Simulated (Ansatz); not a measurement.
Total energies of MoO2Cl2 (MoCl2O2) from Ansatz at PBE0-D4/def2-TZVP, gas phase (1 Eh = 27.2114 eV = 2625.5 kJ/mol). The reference geometry is relaxed at PBE-D4/def2-SVP.

```tsv
state	geometry	energy (Eh)
charge 0 singlet	reference	-1138.88053
charge 1 doublet	reference	-1138.44805
free Mo atom (septet)	–	-68.10433
free O atom (triplet)	–	-75.01860
free Cl atom (doublet)	–	-459.99739
```

In the def2 sets Mo takes a core potential; there is no spin–orbit coupling.

Work out the vertical ionisation energy to the doublet.

E(charge 1 doublet) − E(charge 0 singlet) = -1138.44805 − (-1138.88053) = 0.43248 Eh = 11.77 eV. For comparison, −ε of the highest occupied level is 9.96 eV at this level, 1.81 eV less.

What is the binding energy per atom against free atoms?

Atoms: 1 × (-68.10433) + 2 × (-75.01860) + 2 × (-459.99739) = -1138.13631 Eh. Binding: -1138.13631 − (-1138.88053) = 0.74422 Eh = 20.25 eV, or 4.05 eV for each of 5 atoms (no zero-point energy, no counterpoise term).

The restricted singlet is unstable towards broken spin symmetry in Hartree–Fock (as tested in another run); at PBE0-D4/def2-TZVP this wasn't settled.
